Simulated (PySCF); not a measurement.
**Electron correlation in Cr (chromium, neutral)**

[Ar] 3d4 4s2, high-spin 5D determinant (an excited configuration). All numbers are calculated (PySCF 2.14, scalar relativity by spin-free X2C-1e, in aug-cc-pVDZ-DK (7s6p4d2f, 59 functions)). Frozen: [Ar]; 6 electrons correlated.

MP2 pair energies summed by pair of shells (mhartree):

| pair | energy | share (%) |
| --- | --- | --- |
| 3d-3d | -34.36 | 45.0 |
| 3d-4s | -21.10 | 27.6 |
| 4s-4s | -20.91 | 27.4 |

Total MP2 correlation energy: -76.37 mhartree.

Same-spin part -43.38 and opposite-spin part -32.99 mhartree; SCS-MP2 scales them by 1/3 and 6/5 to -54.05 mhartree.
